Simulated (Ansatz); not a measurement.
Relaxation of H$_{6}$O$_{2}$Si$_{2}$ (10 atoms, charge 0, multiplicity 1), to a largest force component of 0.02 eV/Å in at most 40 steps.

These are results of RKS BHLYP/6-31G* in Ansatz 0.2.0, not measurements.

```xyz
10
Properties=species:S:1:pos:R:3
Si 0.000 0.000 0.000
Si 0.000 0.000 2.220
H -1.315 -0.407 2.707
H 1.010 -0.935 2.707
H 0.305 1.342 2.707
O 1.584 0.000 -0.559
H 1.901 -0.952 -0.676
O -0.791 1.371 -0.559
H -1.749 1.140 -0.782
H -0.688 -1.191 -0.486
```

Problem. Where does it end, and by what steps?

Solution. It converged. The force dipped under the threshold on the way, but the program's further checks kept it going. After 12 steps the energy has fallen by 0.477 eV; H7 moved furthest, 0.81 Å.

```json
{"step": "0", "energy less start (eV)": "0.0000", "largest force component (eV/Å)": "2.303", "accepted": "yes"}
{"step": "1", "energy less start (eV)": "-0.2806", "largest force component (eV/Å)": "0.866", "accepted": "yes"}
{"step": "2", "energy less start (eV)": "-0.3275", "largest force component (eV/Å)": "0.449", "accepted": "yes"}
{"step": "3", "energy less start (eV)": "-0.3894", "largest force component (eV/Å)": "0.246", "accepted": "yes"}
{"step": "4", "energy less start (eV)": "-0.3940", "largest force component (eV/Å)": "0.540", "accepted": "yes"}
{"step": "5", "energy less start (eV)": "-0.4526", "largest force component (eV/Å)": "0.420", "accepted": "yes"}
{"step": "6", "energy less start (eV)": "-0.4540", "largest force component (eV/Å)": "0.382", "accepted": "yes"}
{"step": "7", "energy less start (eV)": "-0.4707", "largest force component (eV/Å)": "0.107", "accepted": "yes"}
{"step": "8", "energy less start (eV)": "-0.4764", "largest force component (eV/Å)": "0.037", "accepted": "yes"}
{"step": "9", "energy less start (eV)": "-0.4766", "largest force component (eV/Å)": "0.060", "accepted": "yes"}
{"step": "10", "energy less start (eV)": "-0.4769", "largest force component (eV/Å)": "0.012", "accepted": "yes"}
{"step": "11", "energy less start (eV)": "-0.4690", "largest force component (eV/Å)": "0.771", "accepted": "no"}
{"step": "12", "energy less start (eV)": "-0.4769", "largest force component (eV/Å)": "0.008", "accepted": "yes"}
```

```xyz
10
Properties=species:S:1:pos:R:3
Si -0.056 -0.121 0.082
Si -0.012 0.001 2.402
H -1.379 -0.137 2.949
H 0.812 -1.102 2.943
H 0.557 1.285 2.861
O 1.495 0.020 -0.472
H 1.727 -0.439 -1.277
O -1.040 1.104 -0.423
H -1.259 1.164 -1.353
H -0.588 -1.409 -0.433
```

The run took 52 s on 1 thread of Arm Neoverse V1, with other jobs on the host, peak memory 0.16 GiB.
